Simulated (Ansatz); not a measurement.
Correlation energies of `BB[SiH](O)C=N` by basis set

| atom | x (Å) | y (Å) | z (Å) |
| --- | --- | --- | --- |
| B1 | -2.3997 | 0.4321 | 1.1439 |
| B2 | -1.6070 | 0.1864 | -0.2362 |
| Si3 | 0.3521 | 0.6388 | -0.3299 |
| O4 | 1.0634 | 0.9929 | 1.1084 |
| C5 | 1.3766 | -0.8144 | -0.9929 |
| N6 | 2.3121 | -1.1941 | -0.2216 |
| H7 | -2.4623 | -0.4221 | 1.9856 |
| H8 | -2.8993 | 1.4871 | 1.4219 |
| H9 | -2.0767 | -0.2345 | -1.2567 |
| H10 | 0.4723 | 1.7710 | -1.3001 |
| H11 | 1.8317 | 0.4189 | 1.2440 |
| H12 | 1.1827 | -1.2908 | -1.9639 |
| H13 | 2.8541 | -1.9714 | -0.6025 |

Charge 0, multiplicity 1. All single points use the PBE0-D4/def2-TZVP geometry. It is one conformer, not always the lowest. Frozen core, restricted reference, the Gaussian-basis code of Ansatz. CBS rows extrapolate triple and quadruple zeta; past MP2 they add the triple-zeta difference.

```
     basis     HF (Eh)  MP2 corr.  CCSD corr.       (T)  CCSD(T) total
def2-TZVPP  -509.62931   -0.91064    -0.96661  -0.03957     -510.63549
def2-QZVPP  -509.64863   -0.97661           –         –              –
 CBS(def2)  -509.65130   -1.02548    -1.08146     as TZ     -510.77233
```
